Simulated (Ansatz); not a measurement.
The cluster K2Se, relaxed as a singlet with RKS r2SCAN-D4/def2-TZVP in Ansatz, starting from the GFN1-xTB geometry. Force threshold 0.02 eV/Å.

The structure comes from a short search, and lower isomers may exist.

Start:

Cartesian coordinates in Å:
```
K -1.077 -1.577 0.460
K 0.017 1.929 0.372
Se 1.060 -0.352 -0.832
```

**Question.** Estimate the energy that the relaxation releases and the steps that it takes.

**Answer.** 11.7 kcal/mol, in 11 steps; 37 s on 4 threads of Intel Xeon on a shared host. The force fell under the threshold at step 7, but the optimiser went on and released 0.002 eV more. No frequencies were taken in this run, so the end may be a saddle point.

**Question.** Does the start keep its bonding and symmetry?

**Answer.** By distances, no bond broke or formed, bridged metal pairs apart. The bond that changes most is K1–Se3, from 2.78 to 2.87 Å (atoms count from 1). Metal–metal contacts that move far: K1–K2 3.67 to 5.61 Å. Point group C2v at the start, C2v at the end, both within 0.05 Å.

**Question.** Predict the relaxed structure.

**Answer.** 
```csv
atom,x (Å),y (Å),z (Å)
K1,-0.989,-2.624,0.188
K2,0.681,2.726,0.054
Se3,0.308,-0.102,-0.242
```
Bond lengths (bridged metal pairs left out): 2 × K–Se 2.87 Å.
